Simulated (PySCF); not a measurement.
Compound: C2H7AlF2O.
Bonds: F1–C2, C2–O3, O3–Al4, O3–C5, C5–F6. Hydrogens: H7, H8 on C2; H9, H10, H11 on Al4; H12, H13 on C5.

Method used: PBE0-D3(BJ)/def2-SVP geometry optimisation, gas phase (PySCF 2.14.0).

Question: How far are the bound atoms from Al4?

Answer: 4 atoms: H9 1.600 Å, H11 1.601 Å, H10 1.601 Å, O3 2.055 Å. The nearest atom not counted as bound is H8, at 2.84 Å.

Question: List the angles at Al4.

Answer: 
```csv
angle,degrees,distance of the outer atoms (Å)
H9–Al4–H10,119.3,2.76
H10–Al4–H11,119.1,2.76
H9–Al4–H11,116.6,2.72
O3–Al4–H11,98.9,2.79
O3–Al4–H9,98.1,2.78
O3–Al4–H10,95.3,2.72
```

Question: Describe the arrangement about Al4 in numbers.

Answer: Angles from 95.3° to 119.3°; τ4 = (360° − α − β)/141° = 0.86 with α and β the two widest (0 for a square, 1 for a tetrahedron).

Question: What are the other bond lengths?

Answer: F1–C2, C5–F6 1.347 Å; C2–O3, O3–C5 1.409 Å; C2–H7 and 3 like bonds 1.100 Å.

Question: Give some angles away from the centre.

Answer: F1–C2–O3 109.3°, C2–O3–Al4 119.8°, C2–O3–C5 115.6°, Al4–O3–C5 124.5°.

Question: What are the rotational constants (commonest isotopes, rigid rotor)?

Answer: A = 2813, B = 2142, C = 1368 MHz: an asymmetric top.

Charge 0, singlet. No PBE0-D3(BJ)/def2-SVP frequencies stand behind this structure, so it isn't proved a minimum.

The run took 49 s wall on one thread, x86-64 server, on a shared host. This is the geometry optimisation.

The values belong to the conformer `[F:1][CH2:2][O+:3]([AlH3-:4])[CH2:5][F:6]`: F1–C2–O3–Al4 112°, C2–O3–C5–F6 -72°.
